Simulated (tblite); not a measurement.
C4H4Cl2FS (doublet state).
SMILES with atom numbers: `[F:1][C@@:2]([Cl:3])([CH2:4][Cl:5])[CH2:6][C:7]=[S:8]` (hydrogens: H9, H10 on C4; H11, H12 on C6)
Bond orders are those of one Lewis drawing.

Computed with GFN2-xTB (tblite), gas phase: L-BFGS steps from a force-field or distance-geometry start until the largest atomic force falls under 0.01 eV/Å.

Step 27: E = -750.7918 eV
```
atom  x, y, z in Å  |  force x, y, z in eV/Å
F1      0.2809    0.8982   -1.5868    0.076  -0.014   0.068
C2     -0.2670    0.5878   -0.3778   -0.306   0.028  -0.014
Cl3    -1.4209    1.9374    0.0288    0.101  -0.162  -0.118
C4     -1.0627   -0.7035   -0.5502   -0.106  -0.098   0.073
Cl5    -1.7939   -1.2091    0.9812    0.031   0.011   0.165
C6      0.8086    0.5889    0.7257    0.056  -0.076   0.010
C7      1.8705   -0.3966    0.6631   -0.021  -0.093  -0.107
S8      2.3259   -1.6406   -0.1794   -0.060   0.026  -0.025
H9     -0.4296   -1.5245   -0.8932    0.149   0.127  -0.008
H10    -1.8901   -0.5705   -1.2495    0.128   0.145  -0.100
H11     1.2843    1.5765    0.7277   -0.078   0.021   0.050
H12     0.2952    0.4552    1.6845    0.030   0.083   0.005
```

Step 28: E = -750.8003 eV
```
atom  x, y, z in Å  |  force x, y, z in eV/Å
F1      0.2917    0.8792   -1.5765    0.060   0.075  -0.010
C2     -0.2705    0.5869   -0.3694   -0.149   0.007  -0.041
Cl3    -1.4219    1.9359    0.0204    0.078  -0.127  -0.116
C4     -1.0574   -0.7047   -0.5444   -0.124  -0.112   0.037
Cl5    -1.7892   -1.2114    0.9801   -0.025  -0.028   0.229
C6      0.8076    0.5926    0.7304    0.026  -0.058   0.026
C7      1.8664   -0.3957    0.6565   -0.040  -0.012  -0.052
S8      2.2960   -1.6374   -0.1996   -0.012  -0.053  -0.062
H9     -0.4241   -1.5220   -0.8927    0.193   0.098   0.009
H10    -1.8739   -0.5687   -1.2523    0.023   0.138  -0.118
H11     1.2775    1.5823    0.7312   -0.040   0.020   0.037
H12     0.2991    0.4622    1.6903    0.011   0.052   0.062
```

Step 29: E = -750.8070 eV
```
atom  x, y, z in Å  |  force x, y, z in eV/Å
F1      0.3026    0.8663   -1.5675    0.016   0.102  -0.049
C2     -0.2757    0.5862   -0.3632    0.052  -0.038  -0.036
Cl3    -1.4202    1.9322    0.0097    0.011  -0.052  -0.095
C4     -1.0557   -0.7085   -0.5390   -0.088  -0.066   0.000
Cl5    -1.7874   -1.2161    0.9832   -0.045  -0.039   0.210
C6      0.8069    0.5955    0.7350   -0.022  -0.031   0.028
C7      1.8628   -0.3949    0.6497   -0.051   0.034  -0.016
S8      2.2696   -1.6353   -0.2183    0.018  -0.090  -0.074
H9     -0.4159   -1.5188   -0.8915    0.182   0.075   0.034
H10    -1.8612   -0.5652   -1.2566   -0.054   0.093  -0.103
H11     1.2719    1.5880    0.7357   -0.019  -0.005   0.012
H12     0.3035    0.4698    1.6969   -0.001   0.016   0.090
```

Task: Estimate the geometry and energy of step 30. (The exact step hangs on the optimiser's Hessian estimate; all steps are aligned on step 29, rigid shifts and turns removed.)

Result: E = -750.8111 eV, largest force 0.170 eV/Å
```
atom  x, y, z in Å  |  force x, y, z in eV/Å
F1      0.3103    0.8615   -1.5624   -0.022   0.077  -0.049
C2     -0.2786    0.5848   -0.3602    0.155  -0.067  -0.017
Cl3    -1.4178    1.9285   -0.0002   -0.050   0.014  -0.068
C4     -1.0567   -0.7125   -0.5357   -0.025  -0.001  -0.021
Cl5    -1.7881   -1.2212    0.9891   -0.026  -0.021   0.122
C6      0.8062    0.5970    0.7384   -0.050  -0.011   0.026
C7      1.8603   -0.3943    0.6444   -0.047   0.033  -0.005
S8      2.2525   -1.6348   -0.2312    0.025  -0.078  -0.060
H9     -0.4074   -1.5156   -0.8898    0.126   0.063   0.055
H10    -1.8549   -0.5615   -1.2608   -0.071   0.036  -0.054
H11     1.2685    1.5917    0.7395   -0.013  -0.033  -0.010
H12     0.3068    0.4755    1.7030   -0.004  -0.013   0.080
```

The energy changes by -0.0041 eV. The first-order estimate −F·Δx gives -0.0060 eV and the mean of the old and new forces, exact on a quadratic surface, -0.0041 eV. The step makes an angle of 65° with the force vector and moves no atom by more than 0.021 Å.

What follows is the cost of the whole relaxation. Time: 0.41 s. Hardware: Arm Neoverse V1, one thread, on a shared host.
